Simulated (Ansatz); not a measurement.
`O=C=[N][Al]([F])[Cl]` + CH₃SH → `C[S][Al]([F])[Cl]` + `N=C=O` at 500 K and 1 bar (ligand exchange at the Al–N bond).

Calculated with Ansatz (gas phase, PBE0-D4/def2-TZVP geometries, no zero-point term in ΔE). CBS: MP2 limit from def2 TZ/QZ plus the TZ coupled-cluster correction, frozen cores. This one scheme is used for every species. Each species was taken in one conformer, which may not be the lowest.

```json
{"species": "`O=C=[N][Al]([F])[Cl]`", "CCSD(T)/CBS energy (Eh)": "-969.71777", "H − E (kJ/mol)": "88.6", "S (J/(mol·K))": "415.3"}
{"species": "CH₃SH", "CCSD(T)/CBS energy (Eh)": "-438.22835", "H − E (kJ/mol)": "145.1", "S (J/(mol·K))": "283.7"}
{"species": "`C[S][Al]([F])[Cl]`", "CCSD(T)/CBS energy (Eh)": "-1239.41425", "H − E (kJ/mol)": "159.7", "S (J/(mol·K))": "429.5"}
{"species": "`N=C=O`", "CCSD(T)/CBS energy (Eh)": "-168.51995", "H − E (kJ/mol)": "77.7", "S (J/(mol·K))": "264.2"}
```

H − E and S are ideal-gas, rigid-rotor, harmonic terms from PBE0-D4/def2-TZVP, for one conformer and one mirror image of each species. 1 Eh = 2625.50 kJ/mol, R = 8.31446 J/(mol·K).

Question: By hand: ΔE, ΔH, ΔS and ΔG.

Answer: ΔE = (-1239.41425) + (-168.51995) − (-969.71777) − (-438.22835) = 0.01192 Eh = 31.3 kJ/mol. Δ(H − E) = 159.7 + 77.7 − 88.6 − 145.1 = 3.7, so ΔH = 35.0 kJ/mol. ΔS = 429.5 + 264.2 − 415.3 − 283.7 = -5.3 J/(mol·K). ΔG = 35.0 − 500 × (-5.3)/1000 = 37.6 kJ/mol.

Question: By hand: the equilibrium constant, and the temperature at which ΔG would vanish if ΔH and ΔS stayed fixed.

Answer: log₁₀ K = −ΔG/(RT ln 10) = -3.9. ΔH and −TΔS have one sign here, so there is no such temperature. One of them is within its doubt of zero, so this could turn.

The number of gas molecules stays the same, so ΔS is small and ΔH decides. A doubt of 5 kJ/mol in ΔE shifts log₁₀ K by 0.5 here. Other conformers and mirror images would add mixing entropy, several J/(mol·K) or more a flexible species. Modes under 60 cm⁻¹, often nearly free rotors, make the harmonic entropy too high. These are equilibria of isolated gas molecules and say nothing of rates. Largest T1 diagnostic: 0.018 (customary marks: 0.02 for closed shells, 0.045 for open ones).
